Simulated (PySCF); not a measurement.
Cartesian coordinates (Å):
```xyz
12

Ti    -0.2187    -0.5520    -0.0317
O     -0.9209     0.6341     1.0503
C     -1.9573     1.2431     1.7775
H     -2.9064     0.6779     1.6511
H     -2.1066     2.2865     1.4233
H     -1.6949     1.2702     2.8573
S      1.1614    -1.9117     1.1884
H      1.7216    -2.3432     0.0172
S      0.8211     0.4567    -1.8287
H      1.0043     1.6070    -1.1138
S     -1.8147    -1.9505    -0.8984
H     -2.3044    -0.9084    -1.6402
```
Charge 0, spin multiplicity 1.

Question: Predict the charge on the central atom (Mulliken), total energy, LUMO, charge on the central atom (meta-Löwdin), dipole moment, HOMO–LUMO gap and HOMO from TPSSh-D3(BJ)/def2-TZVP // BP86-D3(BJ)/def2-SVP (PySCF).

Answer: 
```yaml
charge on the central atom (Mulliken): 0.98 e
total_energy: -58813.24 eV
LUMO: -3.06 eV
charge on the central atom (meta-Löwdin): 1.09 e
dipole_moment: 3.20 D
HOMO–LUMO gap: 3.75 eV
HOMO: -6.81 eV
```
